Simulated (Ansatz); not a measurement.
Reaction (redistribution): `C#C[Si](F)(F)C#C` + `CO[SiH](C)Cl` → `C#C[Si](F)(F)Cl` + `C#C[SiH](C)OC`

Gas-phase electronic energies from Ansatz, PBE0-D4/def2-TZVP geometries. CCSD(T)/CBS is the MP2 limit (def2-TZVPP, def2-QZVPP) plus CCSD(T) − MP2 in def2-TZVPP, frozen cores. This one scheme is used for every species. DFT in def2-TZVPP. HSE06 is defined as in plane-wave codes. Each species was taken in one conformer, which may not be the lowest.

Is it downhill or uphill in electronic energy at CCSD(T)/CBS, and by how much? (Best estimate.)

The calculation gave: Uphill: ΔE = +8.6 kJ/mol.

What do these levels give: CAM-B3LYP-D4, BLYP, PBE0, HSE06, MP2/def2-SVP, CCSD/CBS(def2)? (An estimate is asked.)

The calculation gave: CAM-B3LYP-D4 8.9, BLYP 8.9, PBE0 7.5, HSE06 7.4, MP2/def2-SVP 8.6, CCSD/CBS(def2) 8.9 kJ/mol.

Largest T1 diagnostic among the species: 0.013.

Leaving LDA and LC-ωPBE aside and taking each functional with its dispersion term where it has one, the values, not all of them listed here, spread over 2.9 kJ/mol, from B97M-V to BLYP-D4.
